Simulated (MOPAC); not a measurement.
Input for MOPAC: PM7 on AsP+, 2S+1 = 2, a spin state set in the input, which need not be the lowest, a point of a bond scan (R = 2.276 Å). Charge +1.

```
PM7 1SCF PRECISE CHARGE=1 UHF MS=0.5 THREADS=1
AsP

P      0.00000000 1     0.00000000 1     0.00000000 1
As     0.00000000 1     0.00000000 1     2.27604400 1
```

It printed:

```
*******************************************************************************
 **                                                                           **
 **                              MOPAC v23.2.5                                **
 **                                                                           **
 *******************************************************************************
 ** MOPAC's Digital Object Identifier: https://doi.org/10.5281/zenodo.6511958 **
 **                                                                           **
 ** Please cite the open-source release paper for use of this MOPAC version:  **
 ** J. E. Moussa and J. J. P. Stewart (2026)                                  **
 ** MOPAC: An open-source semiempirical molecular orbital program             **
 ** J. Open Source Softw., 11(119), 8025, https://doi.org/10.21105/joss.08025 **
 *******************************************************************************

                              PM7 CALCULATION RESULTS

 *******************************************************************************
 *  PM7        - The PM7 Hamiltonian to be used
 *  UHF        - UNRESTRICTED HARTREE-FOCK CALCULATION
 *
 *
 *
 *                 CHARGE ON SYSTEM = +1
 *
 *
 *
 *  MS=        - IN MECI, MAGNETIC COMPONENT OF SPIN =  0.5
 *  PRECISE    - TIGHTER CRITERIA TO BE USED
 *  1SCF       - DO 1 SCF AND THEN STOP
 *  THREADS=1  - MULTI-THREADING NOT USED
 *  T=         - A TIME OF 172800.0 SECONDS REQUESTED
 *  DUMP=N     - RESTART FILE WRITTEN EVERY 7200.0 SECONDS REQUESTED
 *******************************************************************************
PM7 1SCF PRECISE CHARGE=1 UHF MS=0.5 THREADS=1
 AsP

   ATOM   CHEMICAL          X               Y               Z
  NUMBER   SYMBOL      (ANGSTROMS)     (ANGSTROMS)     (ANGSTROMS)

     1       P          0.00000000  *   0.00000000  *   0.00000000  *
     2      As          0.00000000  *   0.00000000  *   2.27604400  *



          CARTESIAN COORDINATES

    NO.       ATOM           X           Y           Z

     1         P          0.0000      0.0000      0.0000
     2        As          0.0000      0.0000      2.2760

 General Reference for PM7:
 "Optimization of Parameters for Semiempirical Methods VI: More Modifications to the
 NDDO Approximations and Re-optimization of Parameters", J. J. P. Stewart, J. Mol. Mod., 1:32, 19 (2013)
 https://link.springer.com/article/10.1007/s00894-012-1667-x

           Empirical Formula: P As  =     2 atoms



      MOLECULAR POINT GROUP   :   C*v


          UHF CALCULATION, NO. OF ALPHA ELECTRONS =    5
                           NO. OF BETA  ELECTRONS =    4

 -------------------------------------------------------------------------------
 PM7 1SCF PRECISE CHARGE=1 UHF MS=0.5 THREADS=1
 AsP



     1SCF WAS SPECIFIED, SO BFGS WAS NOT USED
     SCF FIELD WAS ACHIEVED


                              PM7 CALCULATION
                                                       MOPAC v23.2.5 Linux




          FINAL HEAT OF FORMATION =        291.18442 KCAL/MOL =    1218.31561 KJ/MOL


          COSMO AREA              =         89.17 SQUARE ANGSTROMS
          COSMO VOLUME            =         73.80 CUBIC ANGSTROMS

          IONIZATION POTENTIAL    =         14.984570 EV
          ALPHA SOMO LUMO (EV)    =        -16.336 -8.235
          BETA  SOMO LUMO (EV)    =        -14.985 -9.682
          NO. OF ALPHA ELECTRONS  =          5
          NO. OF BETA  ELECTRONS  =          4
          MOLECULAR WEIGHT        =        105.8954         POINT GROUP:  C*v

          MOLECULAR DIMENSIONS (Angstroms)

            Atom       Atom       Distance
           As     2    P     1     2.27604
           As     2    P     1     0.00000
            P     1   As     2     0.00000


          SCF CALCULATIONS        =          1





   ATOM   CHEMICAL          X               Y               Z
  NUMBER   SYMBOL      (ANGSTROMS)     (ANGSTROMS)     (ANGSTROMS)

     1       P          0.00000000  *   0.00000000  *   0.00000000  *
     2      As          0.00000000  *   0.00000000  *   2.27604400  *

                             CARTESIAN COORDINATES

   1    P        0.000000000     0.000000000     0.000000000
   2   As        0.000000000     0.000000000     2.276044000


           Empirical Formula: P As  =     2 atoms



      MOLECULAR POINT GROUP   :   C*v


          ALPHA EIGENVALUES
 -49.77507 -21.49204 -16.50772 -16.50772 -16.33569  -8.23468  -8.23468  -8.14917
  -7.85941  -7.85941  -7.11322  -7.11322  -4.24951  96.86881  96.86881  96.89970
  96.97481  96.97481


           BETA EIGENVALUES
 -50.95982 -19.84360 -14.98457 -14.98457  -9.68213  -7.37962  -7.37962  -7.16958
  -7.05318  -7.05318  -6.40024  -6.40024  -3.21176  96.99392  96.99392  97.02414
  97.14036  97.14036


              NET ATOMIC CHARGES AND DIPOLE CONTRIBUTIONS

  ATOM NO.   TYPE          CHARGE      No. of ELECS.   s-Pop       p-Pop       d-Pop
    1          P           0.402986        4.5970     1.93076     2.64404     0.02221
    2         As           0.597014        4.4030     1.46633     2.85513     0.08152
 DIPOLE           X         Y         Z       TOTAL
 POINT-CHG.     0.000     0.000    -1.208     1.208
 HYBRID         0.000    -0.000     0.294     0.294
 SUM            0.000    -0.000    -0.914     0.914


          ATOMIC ORBITAL ELECTRON POPULATIONS

     Atom    s        px        py        pz      x^2-y^2     xz        z^2       yz        xy
    1  P   1.93076   0.88331   0.88331   0.87742   0.00000   0.00612   0.00997   0.00612   0.00000
    2 As   1.46633   1.07377   1.07377   0.70759   0.00000   0.03680   0.00792   0.03680   0.00000


                    (SZ)    =    0.500000
                    (S**2)  =    1.387550


          ATOMIC ORBITAL SPIN POPULATIONS

    Atom   Total    s     px     py     pz   x^2-y^2  xz     z^2    yz     xy
         Atomic
    1  P -0.8612  0.015 -0.514 -0.514  0.147 -0.000  0.002  0.001  0.002  0.000
    2 As  1.8612  0.367  0.548  0.548  0.473 -0.000 -0.036 -0.002 -0.036  0.000

 **********************
 *                    *
 * JOB ENDED NORMALLY *
 *                    *
 **********************




 == MOPAC DONE ==
```

The run finished. Its determinant has ⟨S²⟩ = 1.39, a mixture of spin states.

Cost: roughly 0.04 core-seconds.
